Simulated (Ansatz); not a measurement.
Molecule: dichloroboranyl(trimethyl)silane, C$_{3}$H$_{9}$BCl$_{2}$Si (charge 0, singlet). SMILES: C[Si](C)(C)B(Cl)Cl
Geometry from a B3LYP-D3(BJ)/def2-TZVP (Ansatz, a first-principles code) optimisation:
```xyz
16

C     -2.2908    -0.0863    -0.9616
Si    -0.9774     0.5802     0.2107
C     -1.5270     0.3766     1.9943
C     -0.6486     2.3936    -0.1726
B      0.7335    -0.4459    -0.1250
Cl     1.5434    -1.3801     1.1254
Cl     1.4679    -0.4228    -1.7263
H     -1.9681     0.0000    -2.0008
H     -2.5075    -1.1378    -0.7631
H     -3.2224     0.4740    -0.8493
H     -0.7675     0.7470     2.6857
H     -2.4510     0.9287     2.1822
H     -1.7078    -0.6731     2.2339
H      0.1082     2.8123     0.4937
H     -1.5623     2.9810    -0.0517
H     -0.2996     2.5197    -1.1991
```

Property: vertical triplet-singlet gap (E(triplet) - E(singlet); each state is the SCF solution reached for its spin), in kcal/mol. Cores are frozen in the correlated levels unless marked. UHF or UKS for open shells. Spin-orbit coupling is left out. Non-relativistic. 

```json
[
 {"level": "HF/aug-cc-pV(D+d)Z", "program": "Ansatz", "vertical triplet-singlet gap (kcal/mol)": "84.9"},
 {"level": "HF/aug-cc-pV(T+d)Z", "program": "Ansatz", "vertical triplet-singlet gap (kcal/mol)": "83.4"},
 {"level": "SVWN5/def2-TZVPD", "program": "Ansatz", "vertical triplet-singlet gap (kcal/mol)": "77.8"},
 {"level": "PBE/def2-TZVPD", "program": "Ansatz", "vertical triplet-singlet gap (kcal/mol)": "76.4"},
 {"level": "r2SCAN/def2-TZVPD", "program": "Ansatz", "vertical triplet-singlet gap (kcal/mol)": "76.3"},
 {"level": "B3LYP/def2-TZVPD", "program": "Ansatz", "vertical triplet-singlet gap (kcal/mol)": "83.0"},
 {"level": "PBE0/def2-TZVPD", "program": "Ansatz", "vertical triplet-singlet gap (kcal/mol)": "80.6"},
 {"level": "BHLYP/def2-TZVPD", "program": "Ansatz", "vertical triplet-singlet gap (kcal/mol)": "87.8"},
 {"level": "CAM-B3LYP/def2-TZVPD", "program": "Ansatz", "vertical triplet-singlet gap (kcal/mol)": "85.8"},
 {"level": "wB97M-V/def2-TZVPD", "program": "Ansatz", "vertical triplet-singlet gap (kcal/mol)": "90.1"},
 {"level": "wB97X-V/def2-TZVPD", "program": "Ansatz", "vertical triplet-singlet gap (kcal/mol)": "88.7"},
 {"level": "B2PLYP/def2-TZVPD", "program": "Ansatz", "vertical triplet-singlet gap (kcal/mol)": "86.6"},
 {"level": "MP2/aug-cc-pV(D+d)Z", "program": "Ansatz", "vertical triplet-singlet gap (kcal/mol)": "91.3"},
 {"level": "RI-MP2/aug-cc-pV(T+d)Z", "program": "Ansatz", "vertical triplet-singlet gap (kcal/mol)": "91.3"},
 {"level": "SCS-MP2/aug-cc-pV(D+d)Z", "program": "Ansatz", "vertical triplet-singlet gap (kcal/mol)": "93.9"},
 {"level": "CCSD/aug-cc-pV(D+d)Z", "program": "Ansatz", "vertical triplet-singlet gap (kcal/mol)": "89.9"},
 {"level": "CCSD(T)/aug-cc-pV(D+d)Z", "program": "Ansatz", "vertical triplet-singlet gap (kcal/mol)": "89.6"}
]
```
